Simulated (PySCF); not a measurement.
C2H7S, SMILES C[SH+]C, charge +1. Geometry: PBE-D3(BJ)/def2-SVP. The isomer is the one that the SMILES or the coordinates give; other isomers of the formula were not compared.

**Question.** Give the equilibrium geometry at PBE-D3(BJ)/def2-SVP (PySCF confirms it by a frequency run) as Cartesian coordinates in Å, and its point group. (An estimate is asked for; the answer gives what the named calculation found.)

**Answer.** point group Cs.
```xyz
10

C     -0.0283    -0.5190    -1.4370
S      0.1054     0.5892     0.0000
C     -0.0283    -0.5190     1.4370
H     -0.8995    -1.1925    -1.3397
H     -0.1112     0.1292    -2.3307
H      0.9211    -1.0865    -1.4800
H     -1.1677     1.1004     0.0000
H     -0.8995    -1.1925     1.3397
H     -0.1112     0.1292     2.3307
H      0.9211    -1.0865     1.4800
```
Charge +1, spin multiplicity 1.
